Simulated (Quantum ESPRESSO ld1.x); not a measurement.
Values are calculated unless marked as measured or tabulated.
Question: The mean radii <r> (bohr) of the occupied orbitals of an atom or ion are listed with their occupations. Level of theory: scalar-relativistic Kohn-Sham, LDA (Slater exchange, Perdew-Zunger correlation), spin-polarised, spherical densities, point nucleus (ld1.x of Quantum ESPRESSO 7.5).

| orbital | occ. | <r> |
|---|---|---|
| 1s up | 1 | 0.04414 |
| 1s down | 1 | 0.04414 |
| 2s up | 1 | 0.1962 |
| 2s down | 1 | 0.1962 |
| 2p up | 3 | 0.1713 |
| 2p down | 3 | 0.1713 |
| 3s up | 1 | 0.5752 |
| 3s down | 1 | 0.5750 |
| 3p up | 3 | 0.5903 |
| 3p down | 3 | 0.5898 |
| 3d up | 5 | 0.6302 |
| 3d down | 5 | 0.6275 |
| 4s up | 1 | 1.687 |
| 4s down | 1 | 1.687 |
| 4p up | 2 | 1.972 |

Name the element and its charge. Open shells, if any, are filled with parallel spins first.

Answer: Z = 34, selenium, charge +2: Se2+ in [Ar] 3d10 4s2 4p2. The 1s radius gives Z: for a bare nucleus <r> = (2 gamma + 1)/(2Z) with gamma = sqrt(1 - (Z/c)^2), 0.0432 bohr for Z = 34, and screening makes it slightly larger (0.04414 here). The occupations add up to 32, and the charge is Z minus that.
